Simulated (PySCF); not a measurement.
A survey of $^{17}$O NMR shifts

[PySCF 2.14: NMR shieldings at PBE0/pcSseg-1/GIAO; structure optimised with GFN2-xTB; one computed conformer; fast rotation and ring inversion assumed for equivalent nuclei; non-relativistic; in vacuum]

Shieldings were converted by a linear fit to measured shifts: $^{17}$O (scatter 10.7 ppm rms, 12.2 ppm with the 3 outliers that the fit left out vs liquid water, solution or neat liquid). Occasional misses reach two or three times the rms, and more in compound classes unlike the fitted ones.

Give the $^{17}$O shifts of `O[Si@@H]([SiH3])[SiH2][SiH2][SiH3]`, `CN(C)[Si@@H](O)c1ccoc1`, `C/C=C(/C#N)O[SiH2]COC`, `C[Si@@H]1O[Si@](Cl)(OC=O)[SiH2][SiH2]1`, `NC(=O)/C=C/C(=O)CC[SiH3]`.

Results:


```tsv
compound	environment	δ (ppm)
O[Si@@H]([SiH3])[SiH2][SiH2][SiH3]	oxygen bonded to Si, H	-32.9
[CH3:1][N:2]([CH3:3])[Si@@H:4]([OH:5])[c:6]1[cH:7][cH:8][o:9][cH:10]1	O9: aromatic ring oxygen	247.3
[CH3:1][N:2]([CH3:3])[Si@@H:4]([OH:5])[c:6]1[cH:7][cH:8][o:9][cH:10]1	O5: oxygen bonded to Si, H	-10.9
[CH3:1]/[CH:2]=[C:3](/[C:4]#[N:5])[O:6][SiH2:7][CH2:8][O:9][CH3:10]	O6: oxygen bonded to C, Si	42.1
[CH3:1]/[CH:2]=[C:3](/[C:4]#[N:5])[O:6][SiH2:7][CH2:8][O:9][CH3:10]	O9: ether oxygen	-46.2
[CH3:1][Si@@H:2]1[O:3][Si@:4]([Cl:5])([O:6][CH:7]=[O:8])[SiH2:9][SiH2:10]1	O8: carbonyl oxygen	370.3
[CH3:1][Si@@H:2]1[O:3][Si@:4]([Cl:5])([O:6][CH:7]=[O:8])[SiH2:9][SiH2:10]1	O6: oxygen bonded to C, Si	210.4
[CH3:1][Si@@H:2]1[O:3][Si@:4]([Cl:5])([O:6][CH:7]=[O:8])[SiH2:9][SiH2:10]1	O3: oxygen bonded to 2 Si, in a 5-membered ring	71.3
[NH2:1][C:2](=[O:3])/[CH:4]=[CH:5]/[C:6](=[O:7])[CH2:8][CH2:9][SiH3:10]	O7: ketone oxygen	519.2
[NH2:1][C:2](=[O:3])/[CH:4]=[CH:5]/[C:6](=[O:7])[CH2:8][CH2:9][SiH3:10]	O3: amide-type carbonyl oxygen	325.2
```

In solution the two oxygens of a carboxylic acid give one averaged line by proton exchange, and hydrogen bonding shields acid and N–H amide carbonyl oxygens by tens of ppm; neither is in these numbers.
